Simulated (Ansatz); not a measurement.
```xyz
7

C    -0.0107   -0.0158   -1.2616
C     0.0396   -0.0211    0.0221
C    -0.0007   -0.0471    1.3245
H    -0.0409   -0.9622   -1.8614
H     0.0329    0.9375   -1.8373
H    -0.9202    0.0108    1.8290
H     0.9266    0.0472    1.8879
```

Basis set: cc-pVDZ (spherical functions). Correlated methods keep 3 orbitals frozen. Charge 0, multiplicity 1.

Computed with Ansatz (development build ahead of 0.2.0); each method stands on the lowest determinant of its kind that the runs found. Restricted open shells among the atoms or ions are ROHF, correlated in semicanonical orbitals with singles.

(1) Give the atomization energy at this shape (free ground-state atoms in the same class of orbitals less the molecule, no zero-point energy) of singlet C₃H₄ by RHF-MP2, RHF.

## Answers

(1)

```json
{"method": "RHF-MP2", "atomization energy": "2752.7 kJ/mol"}
{"method": "RHF", "atomization energy": "2163.9 kJ/mol"}
```
